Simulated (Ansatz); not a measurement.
Geometry optimisation, RKS PBE/def2-SVP in Ansatz 0.2.0.

Input file:

```yaml
crystal:
  periodic: [false, false, false]
  atoms:
    - { symbol: Hf, position_ang: [0.0, 0.0, 0.0] }
    - { symbol: F, position_ang: [0.0, 0.0, 1.98] }
    - { symbol: F, position_ang: [1.8671, 0.0, -0.6593] }
    - { symbol: Cl, position_ang: [-1.1869, 2.0563, -0.8392] }
    - { symbol: Cl, position_ang: [-1.1869, -2.0563, -0.8392] }
basis:
  gaussian: { orbitals: def2-SVP }
hamiltonian:
  xc: pbe
relax:
  f_tol: 0.02
  max_steps: 40
```

Launched with:

```bash
$ ansatz run input.yaml --threads 1 --pin off --max-ram 2048MiB --backend cpu --events-out ev --progress --plain --runs-dir out
```

Problem. Where does it end, and by what steps?

Solution. The forces met the threshold. After 3 steps the energy has fallen by 0.550 eV; Cl4 moved furthest, 0.15 Å.

```json
{"step": "0", "energy less start (eV)": "0.0000", "largest force component (eV/Å)": "2.021", "accepted": "yes"}
{"step": "1", "energy less start (eV)": "-0.4618", "largest force component (eV/Å)": "1.088", "accepted": "yes"}
{"step": "2", "energy less start (eV)": "-0.5499", "largest force component (eV/Å)": "0.082", "accepted": "yes"}
{"step": "3", "energy less start (eV)": "-0.5501", "largest force component (eV/Å)": "0.011", "accepted": "yes"}
```

```xyz
5
Properties=species:S:1:pos:R:3
Hf -0.031 0.000 -0.022
F -0.010 0.000 1.884
F 1.773 0.000 -0.637
Cl -1.119 1.936 -0.792
Cl -1.119 -1.936 -0.792
```

Run time: 22 s on 1 thread of Arm Neoverse V2, on a shared host, peak memory 0.18 GiB.
